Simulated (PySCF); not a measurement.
# AsN: one state, many levels of theory

State: ¹Σ⁺ (singlet), closed shell. Set-up: As 6-31G(d,p), N 6-31G(d,p); no relativity (PySCF 2.14). De refers to As + N in their high-spin ground configurations, without counterpoise correction. A positive dipole means As(−)N(+).

| Level | Re (Å) | ωe (cm⁻¹) | De (eV) | μ (D) | CPU s a point (SCF and correlation, without the integrals) |
| --- | --- | --- | --- | --- | --- |
| RHF | 1.571 | 1306 | -0.178 | -3.19 | 0.043 |
| RHF-MP2 | 1.680 | 851 | 4.69 | n/a | 0.068 |
| RHF-SCS-MP2 | 1.668 | 899 | 4.52 | n/a | n/a |
| RHF-CCSD | 1.625 | 1097 | 3.55 | n/a | n/a |
| RHF-CCSD(T) | 1.640 | 1038 | 3.99 | n/a | 0.92 |
| PBE | 1.633 | 1072 | 5.31 | -2.50 | 0.59 |
| TPSS | 1.628 | 1086 | 4.91 | -2.50 | 0.92 |
| r²SCAN | 1.617 | 1120 | 4.47 | -2.62 | 0.86 |
| M06-L | 1.617 | 1119 | 4.95 | -2.95 | 0.87 |
| B3LYP | 1.616 | 1123 | 4.73 | -2.68 | 0.64 |
| PBE0 | 1.607 | 1157 | 4.38 | -2.73 | 0.91 |
| ωB97X | 1.594 | 1207 | 4.66 | -2.90 | 0.77 |

The bond length runs from 1.571 Å (RHF) to 1.680 Å (RHF-MP2). De spans -0.18 eV (RHF, mean field) to 5.31 eV (PBE, GGA). Correlation at CCSD(T) changes the Hartree–Fock bond energy by +4.17 eV; the triples alone change it by +0.44 eV.

Correlated steps freeze 10 core orbitals. Correlated levels converge slowly with the basis: in double zeta they bind strong bonds too weakly, by up to about 1 eV, and carry superposition errors of some tenths. Where the molecule has an RHF reference, its open-shell atoms are computed with UHF. A negative De means that the minimum lies above the separated atoms at that level.

The whole job (state search and all levels along the bond) took about 1.9 min on 1 thread of Arm Neoverse V2 (shared host), peak memory 0.55 GiB.
